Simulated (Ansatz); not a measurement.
Relaxation of GaH$_{6}$NS (9 atoms, charge 0, multiplicity 1), to a largest force component of 0.03 eV/Å in at most 50 steps.

The calculation used Ansatz, RKS PBE/def2-SVP.

```xyz
9
Properties=species:S:1:pos:R:3
Ga -0.088 0.550 -0.498
N -0.012 0.038 2.569
H -0.812 -0.246 3.148
H 0.845 -0.097 3.119
H 1.373 0.077 -0.831
H -1.452 -0.132 -0.869
S -0.256 2.661 0.309
H -1.612 2.632 0.377
H -0.100 1.057 2.356
```

Question: Where does it end, and by what steps?

Answer: The forces met the threshold. After 8 steps the energy has fallen by 0.624 eV; H4 moved furthest, 0.61 Å. Joined: Ga1–N2 (3.11 → 2.18 Å).

```
step  energy less start (eV)  largest force component (eV/Å)  accepted
   0                  0.0000                           0.711       yes
   1                 -0.1928                           0.939       yes
   2                 -0.4075                           1.313       yes
   3                 -0.5440                           1.345       yes
   4                 -0.6115                           0.284       yes
   5                 -0.6040                           0.193        no
   6                 -0.6225                           0.088       yes
   7                 -0.6224                           0.068        no
   8                 -0.6236                           0.014       yes
```

```xyz
9
Properties=species:S:1:pos:R:3
Ga -0.101 0.513 0.052
N -0.015 0.163 2.201
H -0.794 -0.380 2.597
H 0.864 -0.257 2.532
H 1.360 0.061 -0.348
H -1.424 -0.265 -0.332
S -0.286 2.786 0.225
H -1.647 2.794 0.182
H -0.071 1.125 2.570
```

Whether the end is a true minimum wasn't checked by a vibrational analysis.

The run took 23 s on 2 threads of Intel(R) Xeon(R) Platinum 8488C (Sapphire Rapids), on a shared host, peak memory 0.15 GiB.
